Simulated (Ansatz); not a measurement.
```yaml
crystal:
  periodic: [false, false, false]
  atoms:
    - {symbol: C, position_ang: [-1.350906, 0.632558, -0.577100]}
    - {symbol: Si, position_ang: [0.097273, -0.700910, -0.557993]}
    - {symbol: Ga, position_ang: [1.672588, -0.121724, 1.241339]}
    - {symbol: H, position_ang: [-2.074950, 0.376701, -1.289438]}
    - {symbol: H, position_ang: [-0.964711, 1.568485, -0.644284]}
    - {symbol: H, position_ang: [-1.925815, 0.574773, 0.418409]}
    - {symbol: H, position_ang: [0.770554, -0.605428, -1.850901]}
    - {symbol: H, position_ang: [-0.539729, -1.950784, -0.344999]}
    - {symbol: H, position_ang: [1.648587, 1.184661, 2.253568]}
    - {symbol: H, position_ang: [3.040631, -0.967446, 1.381930]}
basis:
  gaussian: {orbitals: def2-TZVPD, fitting: {mean_field: cc-pVTZ-jkfit}}
hamiltonian: {xc: {name: HF}}
correlation: {method: mp2, frozen_orbitals: {C: 9}}
```

```sh
$ ansatz run in.yaml --threads 2 --pin off --events-out ev --progress --plain --max-ram 4352MiB
```

Shortened log:

```
Functional definition: HF
Error: "frozen_orbitals" has no count for Si
```

(1) What is wrong with this run?

Answers

(1) Frozen orbitals are typed for one element alone, and the program wants a count for each. The input was rejected before any iteration.
